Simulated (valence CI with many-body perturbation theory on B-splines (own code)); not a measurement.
**Energy levels of Sc¹⁴⁺**

Computed by relativistic CI+MBPT: five valence electrons over a frozen Dirac-Fock core [He], a basis of 9 s, 9 p, 8 d, 6 f, 3 g, 1 h functions for each j, with the one-electron correlation potential Σ1 (screened to all orders), the two-electron term Σ2, the three-electron term Σ3, Breit, model QED; selected single and double excitations, second order for the rest (own B-spline code, finite nucleus).

No measured levels were compared; by estimate levels of excited configurations hold to 0.05 to 0.15 % of their energy, terms of the ground configuration to about 0.5 %. Among the levels kept, up to 2000 cm⁻¹ of a level comes from second order outside the variational space, and about a tenth of that is noise between levels of different J, which matters for small intervals.

Levels 1 to 45 of 82, with energies above the lowest level, 2s2 2p3 4S°_3/2. "Leading %" is the weight of the configuration and term that name the level; weights of strongly mixed levels are sums over their largest components and can fall short. Lifetimes count E1, E2, E3, M1 and M2 decay at the calculated energies, and are blank where another channel may lead or the interval is too uncertain; long ones can be off by a factor of two.

| No. | Configuration | Term | J | E (× 10³ cm⁻¹) | Leading % | Lifetime | g | Second component |
| --- | --- | --- | --- | --- | --- | --- | --- | --- |
| 1 | 2s2 2p3 | 4S° | 3/2 | 0.00 | 97 |  | 1.981 |  |
| 2 | 2s2 2p3 | 2D° | 3/2 | 111.44 | 86 | 1.01 ms | 0.879 | 13 % 2s2 2p3 2P° |
| 3 | 2s2 2p3 | 2D° | 5/2 | 122.18 | 100 | 22.8 ms | 1.198 |  |
| 4 | 2s2 2p3 | 2P° | 1/2 | 185.18 | 98 | 267 μs | 0.663 |  |
| 5 | 2s2 2p3 | 2P° | 3/2 | 200.75 | 83 | 115 μs | 1.270 | 14 % 2s2 2p3 2D° |
| 6 | 2s 2p4 | 4P | 5/2 | 552.13 | 99 | 120 ps | 1.595 |  |
| 7 | 2s 2p4 | 4P | 3/2 | 577.38 | 100 | 105 ps | 1.730 |  |
| 8 | 2s 2p4 | 4P | 1/2 | 588.53 | 99 | 97.1 ps | 2.660 |  |
| 9 | 2s 2p4 | 2D | 3/2 | 761.74 | 98 | 40.5 ps | 0.806 |  |
| 10 | 2s 2p4 | 2D | 5/2 | 764.48 | 99 | 44.6 ps | 1.202 |  |
| 11 | 2s 2p4 | 2S | 1/2 | 882.57 | 86 | 21.2 ps | 1.838 | 12 % 2s 2p4 2P |
| 12 | 2s 2p4 | 2P | 3/2 | 917.42 | 98 | 11.5 ps | 1.325 |  |
| 13 | 2s 2p4 | 2P | 1/2 | 952.35 | 87 | 12.0 ps | 0.835 | 12 % 2s 2p4 2S |
| 14 | 2p5 | 2P° | 3/2 | 1442.4 | 98 | 16.6 ps | 1.332 |  |
| 15 | 2p5 | 2P° | 1/2 | 1482.9 | 98 | 15.7 ps | 0.663 |  |
| 16 | 2s2 2p2 3s | 4P | 1/2 | 4253.7 | 89 | 2.08 ps | 2.542 | 5 % 2s2 2p2 3s 2P |
| 17 | 2s2 2p2 3s | 4P | 3/2 | 4273.6 | 94 | 2.19 ps | 1.719 |  |
| 18 | 2s2 2p2 3s | 4P | 5/2 | 4293.8 | 92 | 2.19 ps | 1.576 | 6 % 2s2 2p2 3s 2D |
| 19 | 2s2 2p2 3s | 2P | 1/2 | 4299.9 | 91 | 768 fs | 0.797 | 6 % 2s2 2p2 3s 4P |
| 20 | 2s2 2p2 3s | 2P | 3/2 | 4322.9 | 84 | 780 fs | 1.275 | 12 % 2s2 2p2 3s 2D |
| 21 | 2s2 2p2 3s | 2D | 5/2 | 4381.7 | 92 | 1.24 ps | 1.222 | 6 % 2s2 2p2 3s 4P |
| 22 | 2s2 2p2 3s | 2D | 3/2 | 4384.3 | 86 | 1.15 ps | 0.867 | 11 % 2s2 2p2 3s 2P |
| 23 | 2s2 2p2 3p | 4D° | 1/2 | 4403.6 | 39 | 153 ps | 1.125 | 38 % 2s2 2p2 3p 2S° |
| 24 | 2s2 2p2 3p | 4D° | 1/2 | 4419.3 | 52 | 285 ps | 0.949 | 40 % 2s2 2p2 3p 2S° |
| 25 | 2s2 2p2 3p | 4D° | 3/2 | 4421.5 | 81 | 137 ps | 1.268 | 12 % 2s2 2p2 3p 4P° |
| 26 | 2s2 2p2 3p | 4D° | 5/2 | 4439.5 | 88 | 193 ps | 1.387 | 8 % 2s2 2p2 3p 4P° |
| 27 | 2s2 2p2 3p | 4P° | 3/2 | 4444.1 | 59 | 40.1 ps | 1.490 | 18 % 2s2 2p2 3p 2D° |
| 28 | 2s2 2p2 3p | 4P° | 1/2 | 4447.7 | 81 | 44.0 ps | 2.499 | 11 % 2s2 2p2 3p 2S° |
| 29 | 2s2 2p2 3p | 4P° | 5/2 | 4456.8 | 62 | 51.6 ps | 1.459 | 27 % 2s2 2p2 3p 2D° |
| 30 | 2s2 2p2 3p | 4D° | 7/2 | 4458.6 | 92 | 288 ps | 1.413 | 5 % 2s2 2p2 3p 2F° |
| 31 | 2s2 2p2 3p | 2D° | 3/2 | 4464.0 | 78 | 81.5 ps | 0.991 | 16 % 2s2 2p2 3p 4P° |
| 32 | 2s2 2p2 3s | 2S | 1/2 | 4479.2 | 91 | 1.29 ps | 1.995 |  |
| 33 | 2s2 2p2 3p | 4S° | 3/2 | 4485.1 | 72 | 5.89 ps | 1.922 | 11 % 2s 2p3 3s 4S° |
| 34 | 2s2 2p2 3p | 2D° | 5/2 | 4492.7 | 62 | 85.8 ps | 1.279 | 25 % 2s2 2p2 3p 4P° |
| 35 | 2s2 2p2 3p | 2P° | 3/2 | 4499.9 | 85 | 31.7 ps | 1.352 |  |
| 36 | 2s2 2p2 3p | 2P° | 1/2 | 4505.0 | 85 | 43.1 ps | 0.746 | 7 % 2s2 2p2 3p 2S° |
| 37 | 2s2 2p2 3p | 2F° | 5/2 | 4545.2 | 85 | 78.1 ps | 0.905 | 12 % 2s2 2p2 3p 2D° |
| 38 | 2s2 2p2 3p | 2F° | 7/2 | 4552.8 | 93 | 78.6 ps | 1.156 | 5 % 2s2 2p2 3p 4D° |
| 39 | 2s 2p3 3s | 6S° | 5/2 | 4556.4 | 99 | 357 ps | 1.996 |  |
| 40 | 2s2 2p2 3p | 2D° | 3/2 | 4575.1 | 78 | 27.9 ps | 0.905 | 14 % 2s2 2p2 3p 2P° |
| 41 | 2s2 2p2 3p | 2D° | 5/2 | 4579.7 | 91 | 41.7 ps | 1.193 |  |
| 42 | 2s2 2p2 3p | 2P° | 1/2 | 4595.0 | 97 | 16.2 ps | 0.671 |  |
| 43 | 2s2 2p2 3d | 4F | 3/2 | 4603.8 | 80 | 4.24 ps | 0.532 | 8 % 2s2 2p2 3d 4D |
| 44 | 2s2 2p2 3d | 4F | 5/2 | 4612.5 | 75 | 2.99 ps | 1.097 | 16 % 2s2 2p2 3d 4D |
| 45 | 2s2 2p2 3p | 2P° | 3/2 | 4617.2 | 81 | 11.2 ps | 1.289 | 9 % 2s2 2p2 3p 2D° |

Names give the largest LS component (configuration and term), which can be under half, so a name can repeat, a term be missing and a line seem to break the LS rules; names also repeat where a configuration has a term twice.

The ionisation energy to 2s2 2p2 3P_0 of the next ion comes out as 925.95 eV (NIST: 926.5 ± 0.7 eV (semi-empirical)). All 82 levels together are meant to be complete up to 4812.2 × 10³ cm⁻¹.
